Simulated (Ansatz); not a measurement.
`N#C[SiH2]P` + H₂Se → `P[SiH2][SeH]` + `C#N` at 500 K and 1 bar (ligand exchange at the Si–C bond).

Calculated with Ansatz (gas phase, PBE0-D4/def2-TZVP geometries, no zero-point term in ΔE). CBS: MP2 limit from def2 TZ/QZ plus the TZ coupled-cluster correction, frozen cores. This one scheme is used for every species. For Se outer-core shells are correlated without core-valence functions, which leaves a few kJ/mol of doubt a bond. Scalar relativity is left out up to krypton. One conformer a species, not always the lowest.

```csv
species,CCSD(T)/CBS energy (Eh),H − E (kJ/mol),S (J/(mol·K))
`N#C[SiH2]P`,-725.16307,154.3,383.5
H₂Se,-2401.89790,53.1,237.8
`P[SiH2][SeH]`,-3033.74999,154.4,396.1
`C#N`,-93.32098,60.1,220.8
```

H − E and S are ideal-gas, rigid-rotor, harmonic terms from PBE0-D4/def2-TZVP, for one conformer and one mirror image of each species. 1 Eh = 2625.50 kJ/mol, R = 8.31446 J/(mol·K).

By hand: ΔE, ΔH, ΔS and ΔG.

ΔE = (-3033.74999) + (-93.32098) − (-725.16307) − (-2401.89790) = -0.01000 Eh = -26.3 kJ/mol. Δ(H − E) = 154.4 + 60.1 − 154.3 − 53.1 = 7.1, so ΔH = -19.2 kJ/mol. ΔS = 396.1 + 220.8 − 383.5 − 237.8 = -4.4 J/(mol·K). ΔG = -19.2 − 500 × (-4.4)/1000 = -17.0 kJ/mol.

By hand: the equilibrium constant, and the temperature at which ΔG would vanish if ΔH and ΔS stayed fixed.

log₁₀ K = −ΔG/(RT ln 10) = 1.8. ΔG = 0 at ΔH/ΔS = 4364 K, far beyond where these terms or the molecules hold.

The number of gas molecules stays the same, so ΔS is small and ΔH decides. A doubt of 5 kJ/mol in ΔE shifts log₁₀ K by 0.5 here. Other conformers and mirror images would add mixing entropy, several J/(mol·K) or more a flexible species. These are equilibria of isolated gas molecules and say nothing of rates. Largest T1 diagnostic: 0.014 (customary marks: 0.02 for closed shells, 0.045 for open ones).
